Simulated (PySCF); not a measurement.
C2H8N2, charge +1, doublet, geometry from GFN2-xTB (a state made from the parent by changing its charge; the spin is typed, not shown lowest). Base run: PBE/STO-3G in PySCF.

Here is a job for PySCF.
```python
from pyscf import gto, scf, dft

mol = gto.Mole()
mol.atom = '''
    N     1.77891090    0.55031926   -0.01729907
    C     0.52859060    0.36734507    0.52525391
    C    -0.52859060   -0.36734507   -0.52525391
    N    -1.77891090   -0.55031926    0.01729907
    H     2.43560311   -0.21469056   -0.05396894
    H     1.95477767    1.32102990   -0.64412071
    H     0.06092131    1.32236691    0.76896346
    H     0.56751818   -0.29566556    1.39074636
    H    -0.06092131   -1.32236691   -0.76896346
    H    -0.56751818    0.29566556   -1.39074636
    H    -2.43560311    0.21469056    0.05396894
    H    -1.95477767   -1.32102990    0.64412071
'''
mol.basis = 'sto-3g'
mol.charge = 1
mol.spin = 1
mol.verbose = 4
mol.build()

mf = dft.UKS(mol)
mf.xc = 'pbe'
mf.kernel()
mo_i, mo_e, stable_i, stable_e = mf.stability(internal=True, external=False, return_status=True, nroots=6, tol=1e-6)
print('internally stable:', stable_i, ' externally stable:', stable_e)
if not stable_i:
    umf = mf.copy()
    umf.scf_summary = {}
    umf.kernel(umf.make_rdm1(mo_i, mf.mo_occ))
mf.analyze()
```

The bond that is stretched is that between atoms 7 and 2. A test that says stable can miss a lower solution.

Each row names what was changed in the base input (with any setting that the change needs).

```
change       ΔE vs base (kcal/mol)  <S^2>                      stability test says
-----------  ---------------------  -----  ---------------------------------------
base                         0.000  0.751  internally stable (external not tested)
bond × 1.25                  17.94  0.751  internally stable (external not tested)
bond × 1.5                   53.50  0.752  internally stable (external not tested)
bond × 1.8                    92.7  0.814  internally stable (external not tested)
bond × 2.2                   116.7  1.097  internally stable (external not tested)
bond × 3.0                   127.2  0.750                     internal instability
```

On stretching, the SCF can end on different states; <S^2> shows the spin contamination of each.
